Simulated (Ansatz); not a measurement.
CH5AlBF, SMILES `C[BH][AlH][F]`, one more setting.

```yaml
crystal:
  periodic: [false, false, false]
  atoms:
    - {symbol: C, position_ang: [-0.497150, 1.062953, 0.856172]}
    - {symbol: B, position_ang: [0.228514, 0.374951, -0.248164]}
    - {symbol: Al, position_ang: [0.644158, -1.418480, -0.715458]}
    - {symbol: F, position_ang: [-0.384535, -2.231761, -1.850588]}
    - {symbol: H, position_ang: [-1.444229, 1.378769, 0.226251]}
    - {symbol: H, position_ang: [-0.991255, 0.672116, 1.580562]}
    - {symbol: H, position_ang: [-0.234624, 2.059075, 1.186913]}
    - {symbol: H, position_ang: [1.062301, 1.313751, -0.866124]}
    - {symbol: H, position_ang: [1.634013, -2.690576, -0.232916]}
basis:
  gaussian: {orbitals: cc-pVTZ-DK}
hamiltonian: {xc: {name: HSE06}, pseudopotentials: {relativity: scalar}}
correlation: {method: rpa}
```

```sh
$ ansatz run in.yaml --threads 2 --pin off --events-out ev --progress --plain --max-ram 4352MiB
```

It prints (some lines left out):

```
Functional definition: HSE06
1124 factors; integrals over basis functions are off by at most 8.0e-4 eV
111 factors; integrals over basis functions are off by at most 6.5e-7 eV
mean field evaluation 1: about -11107.9718 eV, gradient 6.4e1 eV
mean field evaluation 2: about -11108.0752 eV, gradient 6.4e1 eV
mean field evaluation 4: about -11115.7898 eV, gradient 1.7e1 eV
mean field evaluation 8: about -11116.2620 eV, gradient 5.9e-1 eV
mean field evaluation 16: about -11116.2633 eV, gradient 4.8e-5 eV
mean field -11116.26333445 eV, -408.5151426672 hartree, gradient 3.2e-6 eV, S^2 0.000000; 0 other end points of the search recorded, 0 dependent functions left out
8 core orbitals not correlated: weight in the atoms' cores, before any rotation towards them, 1.000 or more for the frozen orbitals, at most 0.000 for the correlated occupied ones
reference -11085.50999236 eV, -407.3849781906 hartree; 11, 11 occupied and 175, 175 virtual orbitals, 1124 factors
Total energy: -11111.70623869 eV, -408.3476724867 hartree
Relativity: scalar
```

Run time 5 s (2 threads of an Arm Neoverse V2 on a shared host); peak host memory 0.39 GiB.
